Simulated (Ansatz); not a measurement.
System: C$_{4}$H$_{5}$GeO (charge 0, doublet). It need not be the lowest isomer of its formula. 
Coordinates optimised at B3LYP-D3(BJ)/def2-TZVP (Ansatz, a program for electronic structure):
SMILES: [GeH3][c]1[c]cco1
```xyz
11

Ge     1.5520     0.0854    -0.0125
C     -0.3856     0.1187    -0.0497
C     -1.3141     1.0307    -0.4057
C     -2.6249     0.5204    -0.2297
C     -2.4160    -0.7359     0.2471
O     -1.0888    -1.0075     0.3665
H      2.0728    -1.0398    -0.9207
H      2.0305     1.4503    -0.5217
H      2.0430    -0.1548     1.4238
H     -3.5702     0.9966    -0.4215
H     -3.0852    -1.5274     0.5375
```
Charge 0, spin multiplicity 2.

Basis-set convergence of Hartree-Fock and CCSD(T) correlation energies (hartree) with Ansatz. Valence correlation only, unless marked. UHF or UKS for open shells. No spin-orbit coupling. The frozen core is the preceding noble-gas configuration, with the filled d and f shells of earlier blocks. Non-relativistic.

The UHF reference is spin-contaminated (<S^2> 0.33 over the pure value in the largest basis). 

| basis | functions | E(HF) | E(corr, CCSD(T)) |
|---|---|---|---|
| cc-pVDZ | 122 | -2304.48085 | -0.84329 |
| cc-pVTZ | 263 | -2304.61601 | -1.02380 |
| cc-pVQZ | 493 | -2304.63493 | -1.08174 |

Extrapolating the two largest sets (X = 3 and 4) as X^-3: E(corr) = (64·(-1.08174) - 27·(-1.02380))/37 = -1.1240 Eh, an estimate of the basis-set limit. The largest set recovers 96.2 % of it, the smallest 75.0 %.
